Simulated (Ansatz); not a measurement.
Geometry optimisation, Ansatz, RKS BHLYP/def2-SVP.

Input file:

```yaml
crystal:
  periodic: [false, false, false]
  atoms:
    - { symbol: Hf, position_ang: [0.0, 0.0, 0.0] }
    - { symbol: F, position_ang: [0.0, 0.0, 1.98] }
    - { symbol: "N", position_ang: [2.084, 0.0, -0.7359] }
    - { symbol: H, position_ang: [2.5823, -0.918, -0.9166] }
    - { symbol: H, position_ang: [2.5853, 0.918, -0.9082] }
    - { symbol: "N", position_ang: [-1.0409, 1.8034, -0.7359] }
    - { symbol: H, position_ang: [-2.061, 1.7482, -1.0186] }
    - { symbol: H, position_ang: [-0.5204, 2.7241, -0.8065] }
    - { symbol: "N", position_ang: [-1.0409, -1.8034, -0.7359] }
    - { symbol: H, position_ang: [-1.5759, -2.4197, -0.0595] }
    - { symbol: H, position_ang: [-1.0055, -2.0526, -1.7656] }
basis:
  gaussian: { orbitals: def2-SVP }
hamiltonian:
  xc: { name: BHLYP }
relax:
  f_tol: 0.02
  max_steps: 40
```

Command:

```bash
$ ansatz run input.yaml --threads 2 --pin off --max-ram 3072MiB --backend cpu --events-out ev --progress --plain --runs-dir out
```

Where does it end, and by what steps?

It converged. After 8 steps the energy has fallen by 1.537 eV; H5 moved furthest, 0.79 Å.

| step | energy less start (eV) | largest force component (eV/Å) | accepted |
| --- | --- | --- | --- |
| 0 | 0.0000 | 2.279 | yes |
| 1 | -1.2118 | 2.070 | yes |
| 2 | -1.4321 | 0.473 | yes |
| 3 | -1.4399 | 0.787 | yes |
| 4 | -1.4868 | 0.252 | yes |
| 5 | -1.5231 | 0.105 | yes |
| 6 | -1.5354 | 0.030 | yes |
| 7 | -1.5363 | 0.044 | yes |
| 8 | -1.5373 | 0.020 | yes |

```xyz
11
Properties=species:S:1:pos:R:3
Hf 0.026 -0.014 0.010
F 0.107 -0.075 1.942
N 1.897 -0.022 -0.809
H 2.668 -0.598 -0.497
H 2.239 0.589 -1.537
N -0.936 1.666 -0.639
H -1.665 1.708 -1.337
H -0.810 2.596 -0.261
N -0.986 -1.624 -0.734
H -1.837 -2.008 -0.344
H -0.695 -2.218 -1.497
```

Whether the end is a true minimum wasn't checked by a vibrational analysis.

The run took 33 s on 2 threads of Arm Neoverse V2, with other jobs on the host, peak memory 0.28 GiB.
